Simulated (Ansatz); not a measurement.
Cartesian coordinates (Å):
SMILES: [SiH3]c1ccc(S)c2cccnc12
```xyz
21

Si     2.6828    -1.6352     0.1014
C      1.4874    -0.1808    -0.0753
C      1.8760     1.1334    -0.3215
C      0.9262     2.1842    -0.4067
C     -0.4394     1.9324    -0.2865
S     -1.5583     3.3100    -0.4772
C     -0.8965     0.5850    -0.0834
C     -2.2629     0.1955    -0.0183
C     -2.5890    -1.1324     0.2132
C     -1.5390    -2.0762     0.3738
N     -0.2562    -1.7611     0.2883
C      0.0892    -0.4609     0.0517
H      2.6045    -2.2667     1.4620
H      4.0705    -1.0696    -0.0763
H      2.4641    -2.6815    -0.9542
H      2.9442     1.3809    -0.4275
H      1.2702     3.2195    -0.5500
H     -2.4112     2.9711     0.5308
H     -3.0480     0.9501    -0.1759
H     -3.6379    -1.4600     0.2625
H     -1.7768    -3.1378     0.5691
```
Charge 0, multiplicity 1.

The numbers are results of frozen-core CCSD(T)/cc-pVDZ // PBE-D3(BJ)/def2-SVP run with Ansatz (a first-principles code), not measurements. The restricted HF reference is unstable towards unrestricted orbitals.

| Property | Result |
|---|---|
| HF energy | -1086.99415 Ha |
| MP2 correlation energy | -1.56792 Ha |

**Question.** Estimate the CCSD correlation energy, the (T) correction, the total energy and the T1 diagnostic.

**Answer.** 
```json
{
  "CCSD correlation energy": "-1.63420 Ha",
  "(T) correction": "-0.07709 Ha",
  "CCSD(T) total energy": "-1088.70544 Ha",
  "T1 diagnostic": "0.012"
}
```
